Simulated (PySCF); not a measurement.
5-fluorocyclopenta-1,3-diene (C5H5F), SMILES FC1C=CC=C1. Heavy atoms are numbered as in [F:1][CH:2]1[CH:3]=[CH:4][CH:5]=[CH:6]1. Hydrogens are named by the atom that carries them.

The structure is a stationary point at B3LYP-D3(BJ)/def2-SVP. One conformer was computed; it need not be the lowest.

Computed with HF/pcSseg-1 (PySCF).

GIAO shieldings, no solvent; atoms alike by connectivity are averaged. δ = σ(ref) − σ: ¹⁹F against CFCl3 (σ = 238.5 ppm); ¹³C against TMS (σ = 192.6 ppm); ¹H against TMS (σ = 31.99 ppm), references at their B3LYP-D3(BJ)/def2-TZVP geometries, non-relativistic.

```tsv
nucleus	atoms	count	δ (ppm)
¹⁹F	F1	1	-203.9
¹³C	C3 (CH)	2	145.3
¹³C	C4 (CH)	2	142.6
¹³C	C2 (CH)	1	90.7
¹H	H on C3	2	7.05
¹H	H on C4	2	6.76
¹H	H on C2	1	5.41
```
